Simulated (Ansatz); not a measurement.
CH$_{8}$B$_{2}$SSi (`CB([SiH3])BS`), relaxed with RKS PBE0-D4/def2-TZVP in the Gaussian-basis code of Ansatz from a PBE-D4/def2-SVP geometry. The force threshold is 0.005 eV/Å; the program also tests the step.

Charge 0, multiplicity 1.

Start:

```xyz
13

C     0.217   -1.340   -1.129
B    -0.197   -0.262   -0.065
Si    0.946    0.012    1.603
B    -1.501    0.761   -0.187
S    -1.475    2.361   -0.991
H     0.868   -0.751   -1.825
H    -0.607   -1.738   -1.754
H     0.855   -2.168   -0.759
H     2.299   -0.657    1.528
H     0.205   -0.601    2.771
H     1.161    1.468    1.936
H    -2.587    0.525    0.316
H    -0.185    2.389   -1.443
```

```tsv
step	energy (eV)	largest force (eV/Å)	largest move (Å)
1	-21223.9934	0.499	0.000
2	-21224.0303	0.191	0.030
3	-21224.0319	0.198	0.049
4 (rejected)	-21224.0292	0.121	0.049
5	-21224.0348	0.019	0.024
6	-21224.0349	0.022	0.018
7	-21224.0350	0.011	0.007
8	-21224.0350	0.025	0.016
9	-21224.0351	0.007	0.015
10	-21224.0352	0.011	0.014
11	-21224.0353	0.015	0.034
13	-21224.0354	0.036	0.008
15	-21224.0358	0.012	0.041
17	-21224.0360	0.017	0.048
19	-21224.0362	0.025	0.045
21	-21224.0363	0.016	0.024
23	-21224.0365	0.009	0.036
25	-21224.0365	0.015	0.009
27	-21224.0365	0.009	0.001
29	-21224.0366	0.006	0.027
30	-21224.0366	0.003	0.008
```

End:

```xyz
13

C     0.172   -1.331   -1.059
B    -0.213   -0.212   -0.037
Si    0.944    0.013    1.614
B    -1.480    0.825   -0.224
S    -1.401    2.355   -1.126
H     0.845   -0.812   -1.764
H    -0.654   -1.716   -1.660
H     0.756   -2.160   -0.652
H     2.371   -0.321    1.334
H     0.445   -0.968    2.624
H     0.896    1.366    2.234
H    -2.553    0.644    0.279
H    -0.129    2.315   -1.564
```

Run time 2 min (4 threads of an Arm Neoverse V1 on a shared host); peak host memory 0.63 GiB.
